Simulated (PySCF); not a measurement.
## Radial density of S⁺ (sulfur, charge +1)

PBE, [Ne] 3s2 3p3, high-spin 4S determinant. Calculation: PySCF 2.14, in Sapporo-DZP-2012; the spin-free X2C one-electron Hamiltonian (Gaussian nucleus).

```csv
r (bohr),4πr²ρ (e/bohr),4πr²(ρα − ρβ)
0.00182,0.1030,0.0000
0.00306,0.2842,0.0000
0.00516,0.7575,0.0000
0.00867,1.905,0.0000
0.0146,4.476,0.0002
0.0245,9.213,0.0011
0.0413,15.42,0.0070
0.0694,18.29,0.0359
0.117,14.17,0.1403
0.196,12.79,0.3345
0.330,17.66,0.3250
0.556,10.57,-0.0036
0.934,2.987,0.7220
1.57,3.254,1.8436
2.64,1.009,0.7138
4.45,0.03810,0.0312
7.48,9.113e-05,0.0001
```

Densities and radii are taken from the X2C orbitals without a picture-change correction, which distorts them close to the nucleus.

(1) Where is the radial spin density 4πr²(ρα − ρβ) most negative, and why is it negative at all?

Results:

(1) Around r = 0.556 bohr, down to -0.0036 e/bohr: exchange with the open shell polarises the paired shells in an unrestricted calculation.
